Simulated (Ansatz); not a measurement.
This Ansatz (a first-principles code) input (CCSD(T)/pcseg-2) gives -2572.57457 Eh with 43 basis functions.

Ansatz 0.2 input:
```yaml
crystal:
  periodic: [false, false, false]
  atoms:
    - {symbol: Br, position_ang: [0.00000000, 0.00000000, 0.00000000]}
basis:
  gaussian:
    orbitals: pcseg-2
magnetization: {spin_polarized: true, initial_magnetization: 1}
correlation: {method: ccsd_t, electrons: outside_noble_gas}
scf: {lower_state_search: full}
```

Change:
```diff
- orbitals: pcseg-2
+ orbitals: aug-cc-pVTZ
```

Problem. What does the run give now?

Solution. -2572.60630 Eh (CCSD(T)/aug-cc-pVTZ, 59 functions), a change of -31.73 mEh.
